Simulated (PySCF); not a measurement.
Choosing a molecule for a target property.

All species are isolated and taken at one optimised geometry, non-relativistic unless stated; the electronic structure was computed with PySCF and density fitting.

The conformers computed, where there is a choice (atom-mapped SMILES and torsion angles):
- `[CH3:1][S:2](=[O:3])(=[O:4])[c:5]1[n:6][cH:7][o:8][n:9]1`: C1–S2–C5–N6 -14°
- `[CH3:1][NH:2][C:3]([CH3:4])([CH3:5])[CH3:6]`: C1–N2–C3–C4 -62°
- `[F:1][C:2]1=[C:3]([C:4]([F:5])([F:6])[F:7])[CH2:8][O:9][CH2:10]1`: C2–C3–C4–F5 -120°
- `[CH:1]#[C:2][CH2:3][CH2:4][C:5]1=[CH:6][C:7]1=[CH2:8]`: C2–C3–C4–C5 -179°, C3–C4–C5–C6 -1°
- `[CH3:1][CH2:2][CH2:3][NH:4][CH2:5][CH3:6]`: C1–C2–C3–N4 62°, C2–C3–N4–C5 180°, C3–N4–C5–C6 -179°

The conformers of `F[C@@H]1C[C@]2(F)O[C@]2(F)[C@@H]1F` aren't listed.

Question: Wanted: static isotropic polarisability above 80 au (PBE0/def2-SVPD) and smallest rotational constant below 2 GHz (GFN2-xTB), at GFN2-xTB geometries. Which candidate meets both?
A. `C(#N)/C(=C(/C#N)C#C)F`
B. `C1(F)COCC=1C(F)(F)F`
C. `CS(=O)(=O)C1=NOC=N1`
D. `CNC(C)(C)C`

Answer: A. Computed values:
```csv
species,static isotropic polarisability,smallest rotational constant
C1(F)COCC=1C(F)(F)F,63.8 au,0.816 GHz
CNC(C)(C)C,71.5 au,2.636 GHz
CS(=O)(=O)C1=NOC=N1,74.7 au,0.949 GHz
C(#N)/C(=C(/C#N)C#C)F,82.5 au,0.894 GHz
```

Question: Wanted: HOMO energy between -8.9 eV and -8 eV (PBE0/def2-SVPD) and HOMO–LUMO gap above 7.1 eV (PBE0/def2-SVPD), at GFN2-xTB geometries. Which candidate meets both?
A. `C#C/C(C#N)=C(/F)C#N`
B. `C#CCCC1=CC1=C`
C. `N(C)C(C)(C)C`
D. `FC1=C(C(F)(F)F)COC1`
E. `CS(=O)(=O)c1ncon1`
F. `F[C@@H]1C[C@]2(F)O[C@]2(F)[C@@H]1F`

Answer: F. Computed values:
```csv
species,HOMO energy,HOMO–LUMO gap
CS(=O)(=O)c1ncon1,-9.08 eV,7.22 eV
F[C@@H]1C[C@]2(F)O[C@]2(F)[C@@H]1F,-8.65 eV,8.83 eV
C#C/C(C#N)=C(/F)C#N,-8.41 eV,4.82 eV
FC1=C(C(F)(F)F)COC1,-7.69 eV,7.00 eV
N(C)C(C)(C)C,-6.26 eV,6.89 eV
C#CCCC1=CC1=C,-5.99 eV,5.64 eV
```

Question: Wanted: dipole moment between 2 D and 4 D (PBE0/def2-SVPD) and lowest triplet excitation (Tamm–Dancoff) below 5 eV (TDA PBE0/def2-SVPD), at GFN2-xTB geometries. Which candidate meets both?
A. `C(NCCC)C`
B. `CS(=O)(=O)C1=NOC=N1`
C. `C#CCCC1=CC1=C`
D. `C#C/C(C#N)=C(/F)C#N`

Answer: D. Computed values:
| species | dipole moment | lowest triplet excitation (Tamm–Dancoff) |
| --- | --- | --- |
| C(NCCC)C | 0.90 D | 5.70 eV |
| C#CCCC1=CC1=C | 1.91 D | 3.44 eV |
| C#C/C(C#N)=C(/F)C#N | 2.13 D | 2.50 eV |
| CS(=O)(=O)C1=NOC=N1 | 5.80 D | 4.48 eV |
